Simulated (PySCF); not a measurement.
C5H9ClO.
Numbering: `[CH3:1][CH2:2][CH2:3][CH2:4][C:5](=[O:6])[Cl:7]` (hydrogens: H8, H9, H10 on C1; H11, H12 on C2; H13, H14 on C3; H15, H16 on C4)

Computed by this run: PBE0-D3(BJ)/def2-SVP geometry optimisation, gas phase (PySCF 2.14.0); density fitting, grid level 1; the optimiser is geomeTRIC in internal coordinates, started from a GFN2-xTB structure with every atom displaced at random (about 0.01 Å).

Step 0: E = -19880.2469 eV
```
atom  x, y, z in Å  |  force x, y, z in eV/Å
C1     -1.3809    0.7134    0.6522   -0.280   2.030   0.324
C2     -0.0354    1.0966    1.2070    0.346  -0.264  -0.244
C3      1.0633    0.7787    0.2052    1.337   0.740   1.558
C4      2.4937    1.1401    0.7699   -2.537  -0.132  -0.546
C5      3.5433    0.8213   -0.2096    1.014   0.494   0.834
O6      3.4626    0.3672   -1.2850   -0.361  -0.493  -1.063
Cl7     5.1570    1.2471    0.4579    0.324   0.048   0.073
H8     -2.1651    0.9778    1.3631   -0.339  -0.069   0.231
H9     -1.4525   -0.3166    0.4374   -0.087  -1.684  -0.407
H10    -1.5998    1.2955   -0.2545   -0.005  -0.125  -0.190
H11     0.1311    0.5452    2.1447    0.152   0.002   0.128
H12     0.0009    2.1665    1.4564   -0.084   0.128   0.079
H13     1.0353   -0.2718   -0.0398    0.052  -0.754  -0.274
H14     0.9004    1.3345   -0.7059   -0.099   0.327  -0.697
H15     2.6545    0.5816    1.6967    0.301  -0.040   0.213
H16     2.5144    2.2176    1.0238    0.266  -0.210  -0.017
```

Step 1: E = -19880.4116 eV
```
atom  x, y, z in Å  |  force x, y, z in eV/Å
C1     -1.4149    0.7263    0.6745    0.017  -0.467  -0.055
C2     -0.0426    1.1325    1.1784    0.041   0.073   0.135
C3      1.0784    0.8214    0.1987    0.028  -0.240  -0.122
C4      2.4584    1.0995    0.7743    0.225   0.047  -0.088
C5      3.5788    0.8252   -0.1945   -0.292  -0.169  -0.180
O6      3.4766    0.3363   -1.2693    0.147   0.123   0.185
Cl7     5.1831    1.3126    0.4497   -0.084  -0.024  -0.005
H8     -2.2031    0.9702    1.3996   -0.034   0.026   0.045
H9     -1.4615   -0.3700    0.4881    0.001   0.352   0.043
H10    -1.6619    1.2291   -0.2700   -0.023   0.056  -0.099
H11     0.1649    0.6217    2.1362   -0.022   0.017  -0.004
H12    -0.0392    2.2139    1.4082    0.031  -0.036   0.012
H13     1.0295   -0.2461   -0.0971    0.000   0.185   0.022
H14     0.9322    1.3949   -0.7363    0.081  -0.054   0.113
H15     2.6657    0.4849    1.6711   -0.051   0.059  -0.046
H16     2.5783    2.1425    1.1079   -0.064   0.049   0.046
```

**Question.** Estimate the geometry and energy of step 2. (The exact step hangs on the optimiser's Hessian estimate; all steps are aligned on step 1, rigid shifts and turns removed.)

**Answer.** E = -19880.4152 eV, largest force 0.300 eV/Å
```
atom  x, y, z in Å  |  force x, y, z in eV/Å
C1     -1.4130    0.7300    0.6759   -0.020  -0.077  -0.018
C2     -0.0373    1.1236    1.1872   -0.009   0.018  -0.010
C3      1.0789    0.8073    0.2013   -0.071  -0.070  -0.004
C4      2.4549    1.1014    0.7647    0.002  -0.051  -0.176
C5      3.5655    0.8210   -0.2066    0.203   0.015   0.006
O6      3.5166    0.3341   -1.2839   -0.270   0.040   0.123
Cl7     5.1486    1.3247    0.4678    0.156   0.044   0.085
H8     -2.2009    0.9805    1.4016   -0.004   0.010  -0.003
H9     -1.4718   -0.3551    0.4834    0.009   0.061   0.008
H10    -1.6523    1.2429   -0.2694    0.004   0.010   0.009
H11     0.1644    0.6102    2.1442   -0.006  -0.013  -0.010
H12    -0.0226    2.2032    1.4202    0.013  -0.006   0.006
H13     1.0299   -0.2548   -0.0940    0.003   0.016   0.007
H14     0.9374    1.3791   -0.7310   -0.024   0.006   0.004
H15     2.6642    0.4973    1.6653    0.019   0.015  -0.002
H16     2.5601    2.1495    1.0929   -0.005  -0.018  -0.027
```

The energy changes by -0.0037 eV. The first-order estimate −F·Δx gives -0.0232 eV and the mean of the old and new forces, exact on a quadratic surface, -0.0039 eV. The step makes an angle of 72° with the force vector and moves no atom by more than 0.043 Å.

The cost below is that of the whole optimisation. Hardware: Arm Neoverse V2, one thread (shared host). Cost: 76 s, 0.57 GiB resident at most.
